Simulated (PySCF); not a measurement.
Labels have come off several samples. The candidates:

A. SMILES C=C/C=N/N[SiH](C)C
B. `O=C1[C@H]2CC[C@]1(F)CC2`
C. `C[Si@]1(N)NCC12CC2`
D. SMILES COCC(C)(C)C(=O)Cl

Spectrum 1. $^{13}$C{$^{1}$H} NMR (computed): δ 145.9 (CH), 140.4 (CH), 121.3 (CH2), -4.4 (CH3).

Spectrum 2. $^{13}$C{$^{1}$H} NMR (computed): δ 54.5 (CH2), 18.2 (C), 10.8 (CH2), 10.1 (CH2), -2.3 (CH3).

Spectrum 3. $^{13}$C{$^{1}$H} NMR (computed): δ 191.2 (C), 80.8 (CH2), 61.4 (CH3), 54.2 (C), 25.4 (CH3).

Spectrum 4. $^{13}$C{$^{1}$H} NMR (computed): δ 215.0 (C), 96.8 (C), 37.6 (CH), 30.3 (CH2), 26.1 (CH2).

Calculated, not measured (PySCF 2.14.0 with density-fitted response routines): PBE0/pcSseg-1 with gauge-including orbitals, coordinates at the GFN2-xTB level. Relativity neglected, fast rotation and ring inversion assumed for equivalent nuclei, one computed conformer, no solvent model.

Shifts are taken against calculated references (same method and geometry level): $^{13}$C (186.93 ppm) against TMS. Splittings of carbon signals by F and P are missing where no couplings were computed. Shifts are as computed. Against solution values, carbons near 30 ppm lie about +3 ppm off and those near 130 ppm about +5 ppm; carbons on Cl a further +6 ppm. Of 1211 compounds with measured shifts, 218 miss one by over three times the rms of a fit or turn the order of signals round; such compounds aren't used in these exercises. Carbons bonded to Cl come out too deshielded.

Match each spectrum to its structure.

Results:

1–A, 2–C, 3–D, 4–B.

- Spectrum 1 (A): 4 $^{13}$C signals; δC 145.9 is an alkene CH; δC 121.3 is a terminal =CH2 carbon.
- Spectrum 2 (C): 5 $^{13}$C signals; δC 54.5 is an sp3 CH2 bonded to N; δC 18.2 is a three-membered-ring carbon.
- Spectrum 3 (D): 5 $^{13}$C signals; δC 80.8 is an sp3 CH2 bonded to O; δC 61.4 is a methyl carbon bonded to O.
- Spectrum 4 (B): 5 $^{13}$C signals; δC 215.0 is a ketone carbonyl carbon; δC 96.8 is a fully substituted sp3 carbon bonded to F, α to a carbonyl.
